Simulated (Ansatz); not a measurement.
Saddle point of Si2H8O2, singlet (SiH₄O ([OH][SiH3]) + SiH₄O ([OH][SiH3]) → Si₂H₆O ([SiH3][O][SiH3]) + H₂O; bonds formed: Si1–O7, O2–H6; bonds broken: Si1–O2, H6–O7), PBE0-D4/def2-TZVP structure:

```tsv
atom	x (Å)	y (Å)	z (Å)
Si1	-1.2562	0.5743	0.1041
O2	-1.4882	-1.1283	-0.5745
H3	-0.9039	1.7242	-0.7691
H4	-2.7595	0.7308	0.1434
H5	-0.9201	0.6722	1.5456
H6	-0.3933	-1.0973	-0.7134
O7	0.4765	-0.2063	-0.2996
Si8	1.9799	-0.0484	0.3264
H9	-2.0859	-1.2397	-1.3188
H10	2.0907	1.2656	1.0139
H11	2.2725	-1.1302	1.3070
H12	2.9876	-0.1170	-0.7651
```

Energies are electronic, without zero-point energy. Barriers and step energies count from the start structure reached by relaxing down the imaginary mode; all methods use the PBE0-D4 structures, on which another method's saddle can fall below an end. Ansatz 0.2.0; basis: def2-TZVPP, with def2-QZVPP for the basis limit; cores frozen in the correlated methods. B3LYP uses VWN-RPA correlation. Extrapolation: Hartree–Fock as exp(−7.88 √X), correlation as X^−2.97.

```tsv
method	barrier (kcal/mol)	step energy (kcal/mol)
SPW92	16.37	-0.07
PBE-D4	?	-1.05
BLYP-D4	28.29	-1.75
r2SCAN-D4	26.31	-1.54
B97M-V	29.60	-1.51
PBE0-D4	26.90	-1.47
B3LYP-D4	?	-1.94
r2SCAN0-D4	27.81	-1.76
BHLYP-D4	32.23	-2.51
CAM-B3LYP-D4	29.41	-1.55
wB97X-V	29.05	-1.77
wB97M-V	28.03	-1.83
B2PLYP	30.68	-1.46
PBE-QIDH	28.36	-1.72
RPA on PBE	?	-2.40
HF	42.97	-2.21
MP2	28.39	-2.27
CCSD	31.82	-2.38
CCSD(T)	29.79	-2.30
```

Problem. Fill in the withheld barriers. (Judge from chemistry; the value comes from the calculation.)

Solution. Computed: B3LYP-D4 29.69; RPA on PBE 30.09; PBE-D4 24.60 kcal/mol. Each is the energy of the saddle less that of the start structure, by the same method.

For comparison, the barrier by CCSD(T) at an estimated basis limit (MP2 extrapolated from triple and quadruple zeta, plus CCSD(T) − MP2 in triple zeta) is 29.64 kcal/mol.

T1 diagnostic: at most 0.012.

Labels in which every atom is bracketed show which atoms are joined, not bond orders.

For scale, one of the runs: CCSD(T)/def2-TZVPP, 258 basis functions, launched by `ansatz run in.yaml --threads 4 --pin off --events-out ev --progress --plain --max-ram 9574MiB`. Time: 110 s of wall clock on 4 CPU threads of an Arm Neoverse V2; the host was shared. Peak host memory: 5.7 GiB.
